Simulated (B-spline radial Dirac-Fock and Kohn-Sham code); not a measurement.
# Dipole and non-dipole photoemission parameters of Ge 4s

System: atomic germanium, configuration [Ar] 3d10 4s2 4p2; threshold 14.13 eV (orbital energy of the model). Level of theory: Dirac-Hartree-Slater photoionisation with a Latter tail; cross sections with all multipoles, angular parameters from the dipole term and its interference with E2; a radial atomic solver.

The run's input, task.json:

```json
{"items": [{
  "Z": 32,
  "q": 0,
  "cfg": [[1, 0, 2], [2, 0, 2], [2, 1, 6], [3, 0, 2], [3, 1, 6], [3, 2, 10], [4, 0, 2], [4, 1, 2]],
  "A": 74,
  "rrms": 4.0742,
  "do": "xps",
  "hv": [60, 63.6, 64.6, 80, 92.6, 123.0, 128.0, 129.0, 147.0, 150.0, 200, 213.0, 238.0, 460.0, 471.0, 623.0, 635.0, 759.0, 760.0, 1000, 1486.9, 2000, 2984.4, 3170.0, 3350.0, 4620.0, 8047.8, 10100.0, 10200.0, 11800.0],
  "edges": {"K": 11103.0, "L1": 1414.6, "L2": 1248.1, "L3": 1217.0, "M1": 180.1, "M2": 124.9, "M3": 120.8}
}]}
```

Run with: `python xray2_run.py task.json out`

For linearly polarised light dσ/dΩ = σ/(4π) [1 + β P₂(cos θ) + (δ + γ cos²θ) sin θ cos φ], with θ from the polarisation vector and φ the angle between the beam and the projection of the electron momentum on the plane normal to the polarisation.

```csv
hν (eV),σ (kb),β,γ
60,150,1.993,0.057
63.6,145,1.993,0.073
64.6,144,1.993,0.077
80,122,1.995,0.134
92.6,104,1.996,0.165
123,73.0,1.996,0.202
128,69.4,1.997,0.205
129,68.7,1.997,0.206
147,57.9,1.997,0.214
150,56.4,1.997,0.215
200,38.1,1.997,0.217
213,34.9,1.997,0.215
238,29.9,1.998,0.209
460,11.2,1.998,0.110
471,10.7,1.998,0.105
623,6.84,1.998,0.042
635,6.63,1.998,0.038
759,4.92,1.999,0.000
760,4.91,1.999,-0.001
1000,3.06,1.999,-0.048
1486.9,1.49,1.999,-0.065
2000,0.847,1.999,-0.020
2984.4,0.381,1.999,0.137
3170,0.337,1.999,0.171
3350,?,?,?
4620,0.152,1.999,0.444
8047.8,0.0435,1.999,1.035
10100,0.0254,1.998,1.338
10200,0.0248,1.998,1.352
11800,0.0174,1.998,1.568
```

Question: Give the values at 3350 eV.

Answer: σ = 0.300 kb, β = 1.999, γ = 0.205. For an s subshell δ is negligible.

Values without a named source are computed, but for edge energies of neutral atoms, which are taken from tables.
